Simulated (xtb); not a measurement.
Si(H)2(Cl)(NMe2) (C₂H₈ClNSi), SMILES CN(C)[SiH2]Cl. All values are semi-empirical tight-binding results from xtb (GFN2-xTB unless named), good for trends rather than for accurate numbers. Geometry optimised at GFN2-xTB. Other conformers were not sampled.

### Question
Estimate the properties. (An estimate is asked for; the answer gives what the named calculation found.)

### Answer

```yaml
orbital_gap: 5.01 eV
dipole_moment: 2.90 D
zero_point_energy: 61.9 kcal/mol
G − E(el) at 298.15 K (modified RRHO): 41.7 kcal/mol
static polarisability (D4 model): 77.5 bohr³
solvation energy, GFN2-xTB/ALPB(water): -0.9 kcal/mol
solvation energy, GFN2-xTB/ALPB(thf): -4.8 kcal/mol
```
